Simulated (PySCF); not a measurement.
This PySCF input asks for the NMR shieldings of SMILES CN[SiH](C)NC, C$_{3}$H$_{12}$N$_{2}$Si; the geometry comes from GFN2-xTB.

```python
import basis_set_exchange as bse
import numpy as np
from pyscf import gto, dft
from pyscf.prop import nmr

atoms = """
C    -2.648171   -0.544570   -0.143477
N    -1.328684   -0.379279   -0.699408
Si    0.088337   -0.346875    0.280656
C    -0.155405    1.019430    1.585843
N     1.336143   -0.114214   -0.885482
C     2.717565    0.030457   -0.504026
H    -3.400281   -0.177057   -0.844882
H    -2.716947    0.035054    0.772984
H    -2.881442   -1.588898    0.095409
H    -1.243506   -0.864091   -1.580610
H     0.451821   -1.597291    0.976906
H    -0.549858    1.929523    1.141333
H     0.787581    1.269509    2.063855
H    -0.840929    0.713307    2.370537
H     1.114225    0.453495   -1.689577
H     2.926725   -0.656487    0.312675
H     2.965048    1.044775   -0.167177
H     3.369019   -0.220471   -1.343869
"""
names = dict.fromkeys(["C", "N", "Si", "H"], "pcSseg-1")
basis = {el: gto.basis.parse(bse.get_basis(n, elements=[el], fmt="nwchem")) for el, n in names.items()}
mol = gto.M(atom=atoms, basis=basis, charge=0, verbose=0)
mf = dft.RKS(mol, xc="PBE0")
mf.grids.level = 2
mf.grids.alignment = dft.numint.BLKSIZE   # the property module wants whole blocks of grid points
mf.conv_tol = 1e-9
mf.kernel()

calc = nmr.RKS(mf)   # GIAO
C = mf.mo_coeff
Co = C[:, mf.mo_occ > 0]
resp = mf.gen_response(singlet=True, hermi=2)
def vind(x):   # induced exchange potential for any number of trial vectors
    d = np.einsum("pi,xij,qj->xpq", C, 2 * x.reshape(-1, C.shape[1], Co.shape[1]), Co, optimize=True)
    return np.einsum("xpq,pi,qj->xij", resp(d - d.transpose(0, 2, 1)), C, Co, optimize=True).ravel()
mo1, _ = nmr.rhf.solve_mo1(calc, with_cphf=vind)
sigma = calc.kernel(mo1)
for i, s in enumerate(sigma):   # ppm
    w = np.linalg.eigvalsh((s + s.T) / 2)
    print("%2d %-2s iso %8.1f  s11 %8.1f  s22 %8.1f  s33 %8.1f" % (i, mol.atom_pure_symbol(i), w.mean(), *w))
```

Problem. Give the expected output.

Solution. 
```
 0 C  iso    156.5  s11    132.8  s22    149.8  s33    186.8
 1 N  iso    244.5  s11    208.8  s22    242.0  s33    282.6
 2 Si iso    364.3  s11    313.9  s22    367.5  s33    411.5
 3 C  iso    188.4  s11    175.6  s22    187.1  s33    202.6
 4 N  iso    246.3  s11    208.3  s22    250.4  s33    280.4
 5 C  iso    157.1  s11    132.0  s22    152.6  s33    186.6
 6 H  iso     28.9  s11     23.8  s22     26.7  s33     36.3
 7 H  iso     29.3  s11     24.2  s22     29.4  s33     34.2
 8 H  iso     28.9  s11     23.5  s22     26.7  s33     36.6
 9 H  iso     31.8  s11     22.0  s22     31.9  s33     41.6
10 H  iso     26.6  s11     23.6  s22     24.4  s33     31.8
11 H  iso     31.9  s11     28.0  s22     29.1  s33     38.6
12 H  iso     31.5  s11     27.2  s22     29.7  s33     37.6
13 H  iso     31.6  s11     27.4  s22     29.5  s33     37.9
14 H  iso     32.0  s11     22.6  s22     32.1  s33     41.3
15 H  iso     29.2  s11     25.3  s22     27.1  s33     35.0
16 H  iso     28.9  s11     23.3  s22     27.4  s33     36.1
17 H  iso     28.9  s11     23.4  s22     26.8  s33     36.5
```

These numbers come from an equivalent density-fitted implementation of the same equations, which agrees with the script to about 0.01 ppm for H and up to a few tenths of a ppm for heavy atoms, so last digits may differ.

Problem. Turn these shieldings into chemical shifts. Chemical shifts δ = σref − σ; 13C (σ = 186.93 ppm), 29Si (σ = 349.16 ppm), 1H (σ = 31.72 ppm) vs TMS; NH3 for 15N (σ = 267.73 ppm), all at this level.

Solution. Averaging equivalent atoms: C 0/5: 30.1; C 3: -1.5; N 1/4: 22.3; Si 2: -15.2; H 10: 5.12; H 6/7/8/15/16/17: 2.70; H 11/12/13: 0.06; H 9/14: -0.19 ppm. Experimental scales use liquid or dissolved standards, which lie at an offset from isolated NH3 (liquid NH3: subtract about 20 ppm).

Size and cost of the density-fitted run: 169 basis functions, 41 s wall time on 1 thread of an Arm Neoverse N1, shared host; peak memory 0.85 GiB.
